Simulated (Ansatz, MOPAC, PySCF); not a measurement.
Species: C4H6BBr, charge 0, multiplicity 1. SMILES: B(C=C)(Br)C=C
Geometry: optimised at B3LYP-D3(BJ)/def2-TZVP (Ansatz, an electronic-structure program).

Unscaled harmonic wavenumbers (cm⁻¹) in rising order, each level at the stationary point that it reaches from this structure (no distance between atoms moves by over 0.3 Å); the order of modes can differ between levels, and a negative number is imaginary. B3LYP-D3(BJ)/def2-TZVP (PySCF, at the structure above): 62, 116, 172, 190, 339, 391, 472, 486, 506, 725, 922, 1030, 1031, 1040, 1041, 1050, 1106, 1146, 1326, 1333, 1451, 1464, 1661, 1662, 3102, 3106, 3131, 3131, 3212, 3213.

PM3 (MOPAC): 32, 50, 189, 222, 316, 416, 485, 502, 567, 701, 926, 939, 945, 998, 1072, 1076, 1096, 1111, 1198, 1315, 1375, 1385, 1788, 1805, 3027, 3027, 3114, 3114, 3122, 3122. Zero-point energy 55.8 against 56.6 kcal/mol; where all levels lie over 400 cm⁻¹, the wavenumbers are on average 0.991 times those of B3LYP-D3(BJ)/def2-TZVP.

HF/3-21G (Ansatz): 82, 141, 190, 205, 383, 400, 467, 540, 591, 821, 981, 1152, 1159, 1165, 1202, 1204, 1205, 1249, 1464, 1475, 1604, 1617, 1803, 1807, 3279, 3284, 3318, 3319, 3398, 3399. Zero-point energy 61.3 against 56.6 kcal/mol; where all levels lie over 400 cm⁻¹, the wavenumbers are on average 1.094 times those of B3LYP-D3(BJ)/def2-TZVP.

HF/6-31G* with LANL2DZ past Ar (Ansatz): 68, 118, 183, 201, 360, 406, 469, 521, 553, 776, 969, 1123, 1135, 1144, 1161, 1162, 1163, 1221, 1436, 1444, 1579, 1590, 1817, 1822, 3297, 3303, 3339, 3340, 3422, 3423. Zero-point energy 60.8 against 56.6 kcal/mol; where all levels lie over 400 cm⁻¹, the wavenumbers are on average 1.076 times those of B3LYP-D3(BJ)/def2-TZVP.

B3LYP/6-31G* with LANL2DZ past Ar (Ansatz): 65, 122, 170, 189, 338, 383, 454, 485, 505, 720, 918, 1025, 1026, 1044, 1045, 1054, 1114, 1142, 1331, 1337, 1467, 1481, 1680, 1681, 3113, 3118, 3156, 3157, 3238, 3238. Zero-point energy 56.9 against 56.6 kcal/mol; where all levels lie over 400 cm⁻¹, the wavenumbers are on average 1.002 times those of B3LYP-D3(BJ)/def2-TZVP.
